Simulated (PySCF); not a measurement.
A structure optimised at PBE-D3(BJ)/def2-SVP, used in a PySCF frequency run:

```xyz
10

F      0.0203    -1.1955     1.0961
C      0.0231    -0.3795     0.0000
F      0.0203    -1.1955    -1.0961
C      1.0628     0.7226     0.0000
C      0.1125     1.6849     0.0000
C     -1.0755     0.7305     0.0000
H      2.1622     0.7102     0.0000
H      0.1594     2.7848     0.0000
H     -1.7124     0.7362    -0.9085
H     -1.7124     0.7362     0.9085
```

Write its SMILES, formula and point group.

FC1(F)C=CC1, C4H4F2, Cs

What are its rotational constants (standard atomic weights)?

5.9054, 3.3711, 3.1791 GHz
